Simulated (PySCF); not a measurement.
# Two-component Hartree-Fock for Ta (tantalum, neutral)

Start: [Xe] 4f14 5d3 6s1 6p1; 5d5/2 filled at m_j = +1/2, +3/2, +5/2; 6s1/2 filled at m_j = +1/2; 6p3/2 filled at m_j = +3/2. Calculated with PySCF 2.14 in x2c-TZVPall-2c with one added diffuse shell each of s, p, d type (12s12p11d2f, 117 functions): generalised Hartree-Fock with the X2C-1e Hamiltonian and a Gaussian nucleus; spin-orbit coupling (SO) screened by Boettger's factors. This is a chosen level, not necessarily the ground level.

```csv
spinor shell,electrons,"ε, screened SO (eV)",weight of nominal j (screened SO),"rms radius, screened SO (bohr)"
1s1/2,2,-67757.0,1.000,0.0211
2s1/2,2,-11779.5,1.000,0.0853
2p1/2,2,-11236.9,1.000,0.0726
2p3/2,4,-9961.2,1.000,0.0799
3s1/2,2,-2759.9,1.000,0.218
3p1/2,2,-2519.1,1.000,0.210
3p3/2,4,-2239.7,1.000,0.225
3d3/2,4,-1837.7,1.000,0.199
3d5/2,6,-1777.3,1.000,0.203
4s1/2,2,-595.10,1.000,0.488
4p1/2,2,-494.49,1.000,0.497
4p3/2,4,-429.53,1.000,0.530
4d3/2,4,-263.69,1.000,0.557
4d5/2,6,-251.47,1.000,0.569
5s1/2,2,-88.282,1.000,1.19
5p1/2,2,-56.128,0.970,1.32
5p3/2,4,-46.901,0.984,1.42
4f5/2,6,-42.636,0.992,0.702
4f7/2,8,-40.706,0.994,0.706
5d5/2,3,-10.264,0.723,2.37
6s1/2,1,-9.813,0.997,3.55
6p3/2,1,-4.915,1.000,4.78
```

```tsv
quantity	screened SO
E (hartree)	-15610.26659
M_J	13/2
⟨J²⟩	48.770
⟨L²⟩	20.440
⟨S²⟩	8.725
```

Each row is a mean over spinors that exchange with the open shell spreads, by up to 5.624 eV (5p3/2).

Rows whose weight is well below 1 are mixtures of j = l ± 1/2: exchange outweighs spin-orbit coupling there, and the label is only the starting occupation.

Breit and QED terms are absent; they matter most for the inner s and p1/2 levels.

Densities and radii are taken from the X2C orbitals without a picture-change correction, which distorts them close to the nucleus.
